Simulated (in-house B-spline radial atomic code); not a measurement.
# Removing one electron from Mn23+

Closed shell 1s2. Computed with an all-electron radial atomic-structure program (B-spline basis): Koopmans values of Dirac-Hartree-Fock plus a diagonal self-energy, in second order or with its direct term screened (direct RPA, with the hole-particle interaction, or full time-dependent Hartree-Fock), linearised in energy; no-pair Dirac-Coulomb Hamiltonian, finite nucleus. Shifts add to the Koopmans value (the ΔSCF shift is orbital relaxation alone); the final value takes TDHF screening with Breit and QED.

Command:
```bash
python run_mb.py task.json out
```
Settings (nuclear radius in fm, box in bohr, cutoff in hartree):
```
basis_form          2
Z                   25
core_configuration  1s2
rms_radius          3.7057
mass_number         55
speed_of_light      137.036
box_radius          4.262
lmax                7
intervals           59
virtual_cutoff      2500.0
```

Cost of the run: 0.3 s on 1 thread of Intel(R) Xeon(R) 6975P-C, with other jobs on the host.

Energies in eV:

```tsv
subshell	Koopmans	ΔSCF shift	second order	direct RPA	hole-particle	TDHF	Breit + QED	final
1s1/2	8149.64	-1.555	?	?	?	?	?	?
```

Task: What does the self-energy do to 1s1/2?

Result: It shifts the removal energy by -0.404 eV in second order, -0.348 with direct RPA, -0.420 with the hole-particle term and -0.432 with TDHF screening (quasi-particle weight 1.000); Breit and QED add -8.754 eV. The final value is 8140.45 eV, against 8140.786 ± 0.0014 eV (NIST, tabulated theory). Recoil and two-electron QED terms are left out.
